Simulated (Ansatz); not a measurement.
## Energy profile

The step: SiNH₅ ([NH2][SiH3]) + NH₃ → SiN₂H₆ ([NH2][SiH2][NH2]) + H₂; bonds formed: Si1–N7, H2–H6; bonds broken: Si1–H2, H6–N7 (atoms numbered as in the saddle structure below).

| atom | x (Å) | y (Å) | z (Å) |
| --- | --- | --- | --- |
| Si1 | -0.5136 | -0.3220 | 0.1569 |
| H2 | -0.2149 | 1.4960 | 0.5180 |
| H3 | -0.5972 | -1.7498 | -0.3345 |
| H4 | -1.9482 | 0.0578 | 0.2239 |
| N5 | 0.5929 | -0.5795 | 1.4265 |
| H6 | 0.0810 | 1.3586 | -0.5889 |
| N7 | 0.1827 | 0.4619 | -1.3917 |
| H8 | 0.8014 | -1.5122 | 1.7440 |
| H9 | 0.8471 | 0.1464 | 2.0735 |
| H10 | -0.3748 | 0.4336 | -2.2380 |
| H11 | 1.1436 | 0.2091 | -1.5895 |

Electronic energies by CCSD(T) at an estimated basis limit (MP2 extrapolated from triple and quadruple zeta, plus CCSD(T) − MP2 in triple zeta), on PBE0-D4/def2-TZVP structures; SiN₂H₈, closed shell; no counterpoise correction. Computed with Ansatz 0.2.0 (basis: def2-TZVPP and def2-QZVPP); correlated methods freeze the cores. Extrapolation: Hartree–Fock as exp(−7.88 √X), correlation as X^−2.97.

Give the profile in kJ/mol, counted from the separated reactants. (An estimate is asked for; the value comes from the calculation.)

Computed:
| point | kJ/mol |
| --- | --- |
| separated: SiNH₅ (linked as [NH2][SiH3]; Si1, H2, H3, H4, N5, H8, H9; singlet) + NH₃ (H6, N7, H10, H11; singlet) | 0.0 |
| start structure | -9.8 |
| saddle | 151.4 |
| end structure | -47.7 |
| separated: SiN₂H₆ (linked as [NH2][SiH2][NH2]; Si1, H3, H4, N5, N7, H8, H9, H10, H11; singlet) + H₂ (H2, H6; singlet) | -44.7 |

T1 diagnostic: at most 0.011.

For scale, one of the runs: CCSD(T)/def2-TZVPP, 216 basis functions, launched by `ansatz run in.yaml --threads 4 --pin off --events-out ev --progress --plain --max-ram 9574MiB`. The run took 44 s on 4 CPU threads of an Arm Neoverse V1 (shared host), with 3.2 GiB of host memory at its peak.
